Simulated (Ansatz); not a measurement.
Reactions of `CN(C)[SiH]([SiH3])Cl`.

Calculated with Ansatz (gas phase, PBE0-D4/def2-TZVP geometries, no zero-point term in ΔE). CCSD(T)/CBS is the MP2 limit (def2-TZVPP, def2-QZVPP) plus CCSD(T) − MP2 in def2-TZVPP, frozen cores. This one scheme is used for every species. DFT in def2-TZVPP. One conformer a species, not always the lowest.

```csv
reaction,CCSD(T)/CBS(def2) (eV)
`CN(C)[SiH]([SiH3])Cl` + H₂ → `[SiH3][SiH2]Cl` + `CNC`,0.51
`CN(C)[SiH]([SiH3])Cl` + `CF` → `FC[SiH]([SiH3])Cl` + `CNC`,0.88
`CN(C)[SiH]([SiH3])Cl` + `N=CCN` → `C/N=C\CN` + `CN[SiH]([SiH3])Cl`,0.13
`CN(C)[SiH]([SiH3])Cl` + `F[SiH2]N[SiH3]` → `CN([SiH3])[SiH2]F` + `CN[SiH]([SiH3])Cl`,?
`CN(C)[SiH]([SiH3])Cl` + `CNB(F)S` → `CN(C)B(F)S` + `CN[SiH]([SiH3])Cl`,-0.04
```

(1) Fill in the missing values. (Estimate.)

Largest T1 diagnostic: 0.012, for `CNB(F)S`.

Results:

(1) The calculation gave: `CN(C)[SiH]([SiH3])Cl` + `F[SiH2]N[SiH3]` → `CN([SiH3])[SiH2]F` + `CN[SiH]([SiH3])Cl`: +0.16 eV.
